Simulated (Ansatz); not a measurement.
CH7InSi (`C[SiH2][InH2]`) at its PBE0-D4/def2-TZVP geometry, where that method's forces vanish. Total charge 0; spin multiplicity 1. In takes the def2 core potential.

```json
{"atom": "C1", "x (Å)": "1.160", "y (Å)": "-0.783", "z (Å)": "0.857"}
{"atom": "Si2", "x (Å)": "0.558", "y (Å)": "0.538", "z (Å)": "-0.346"}
{"atom": "In3", "x (Å)": "-1.994", "y (Å)": "0.420", "z (Å)": "-0.706"}
{"atom": "H4", "x (Å)": "2.242", "y (Å)": "-0.710", "z (Å)": "0.990"}
{"atom": "H5", "x (Å)": "0.931", "y (Å)": "-1.785", "z (Å)": "0.487"}
{"atom": "H6", "x (Å)": "0.690", "y (Å)": "-0.666", "z (Å)": "1.836"}
{"atom": "H7", "x (Å)": "1.269", "y (Å)": "0.370", "z (Å)": "-1.648"}
{"atom": "H8", "x (Å)": "0.942", "y (Å)": "1.882", "z (Å)": "0.175"}
{"atom": "H9", "x (Å)": "-3.099", "y (Å)": "1.296", "z (Å)": "0.302"}
{"atom": "H10", "x (Å)": "-2.697", "y (Å)": "-0.563", "z (Å)": "-1.947"}
```

Q: For each bond, give half the difference of the two atoms' forces along it (eV/Å; positive pushes the atoms apart) under PBE-D4, r2SCAN-D4, B3LYP-D4, ωB97M-V in def2-TZVPP. (Estimate.)

A: Computed: 
| bond | length (Å) | PBE-D4 | r2SCAN-D4 | B3LYP-D4 | ωB97M-V |
| --- | --- | --- | --- | --- | --- |
| C1–Si2 | 1.885 | 0.03 | 0.04 | 0.11 | 0.06 |
| C1–H4 | 1.092 | 0.11 | -0.01 | -0.04 | -0.06 |
| C1–H5 | 1.092 | 0.10 | -0.02 | -0.04 | -0.04 |
| C1–H6 | 1.092 | 0.10 | -0.02 | -0.04 | -0.04 |
| Si2–In3 | 2.580 | -0.07 | -0.01 | 0.08 | -0.01 |
| Si2–H7 | 1.492 | 0.08 | -0.02 | -0.11 | -0.11 |
| Si2–H8 | 1.492 | 0.08 | -0.02 | -0.11 | -0.11 |
| In3–H9 | 1.733 | 0.08 | -0.02 | 0.03 | -0.05 |
| In3–H10 | 1.733 | 0.08 | -0.02 | 0.03 | -0.05 |

B3LYP here is the variant with VWN-RPA as its local correlation; programs differ in this.
